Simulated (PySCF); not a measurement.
Numbering as in the mapped SMILES `[F:1][CH2:2][C:3]#[C:4][CH:5]1[CH2:6][SiH2:7][CH2:8]1`. Hydrogens are named by the atom that carries them. Ha(C6), Ha(Si7), Ha(C8) are cis to C4 on the ring; Hb(C6), Hb(Si7), Hb(C8) are trans to C4 on the ring.

One computed conformer, non-relativistic Hamiltonian, averaged over atoms made equivalent by symmetry, fast rotation or ring inversion, no solvent model. Coordinates at the GFN2-xTB level; PBE0/pcSseg-1 with gauge-including orbitals; PySCF 2.14.0 with density-fitted response routines.

Predict the 2D correlation tables (HSQC, COSY, HMBC).

Results:



HSQC (one-bond C–H):
```csv
δH,δC
5.40 (H(C2)),74.1 (C2)
3.23 (H(C5)),24.6 (C5)
1.91 (Hb(C6)/Hb(C8)),19.9 (C6/C8)
1.88 (Ha(C6)/Ha(C8)),19.9 (C6/C8)
```

COSY cross peaks (H two or three bonds apart, from the bond graph; peaks can be absent where the dihedral angle is near 90°):
```csv
δH,δH
4.72 (Ha(Si7)),4.65 (Hb(Si7))
4.72 (Ha(Si7)),1.91 (Hb(C6)/Hb(C8))
4.72 (Ha(Si7)),1.88 (Ha(C6)/Ha(C8))
4.65 (Hb(Si7)),1.91 (Hb(C6)/Hb(C8))
4.65 (Hb(Si7)),1.88 (Ha(C6)/Ha(C8))
3.23 (H(C5)),1.91 (Hb(C6)/Hb(C8))
3.23 (H(C5)),1.88 (Ha(C6)/Ha(C8))
1.91 (Hb(C6)/Hb(C8)),1.88 (Ha(C6)/Ha(C8))
```

HMBC (two and three bonds, from the bond graph):
```csv
δH,δC
5.40 (H(C2)),"105.5 (C4), 83.9 (C3)"
4.72 (Ha(Si7)),"24.6 (C5), 19.9 (C6/C8)"
4.65 (Hb(Si7)),"24.6 (C5), 19.9 (C6/C8)"
3.23 (H(C5)),"105.5 (C4), 83.9 (C3), 19.9 (C6/C8)"
1.91 (Hb(C6)/Hb(C8)),"105.5 (C4), 24.6 (C5), 19.9 (C6/C8)"
1.88 (Ha(C6)/Ha(C8)),"105.5 (C4), 24.6 (C5), 19.9 (C6/C8)"
```

Chemical shifts δ = σref − σ; TMS for ¹H (σref 31.72) and ¹³C (σref 186.93), all at this level.

Shifts are as computed. Against solution values, carbons near 30 ppm lie about +3 ppm off and those near 130 ppm about +5 ppm. Of 1309 compounds with measured shifts, 239 miss one by over three times the rms of a fit or turn the order of signals round; such compounds aren't used in these exercises.
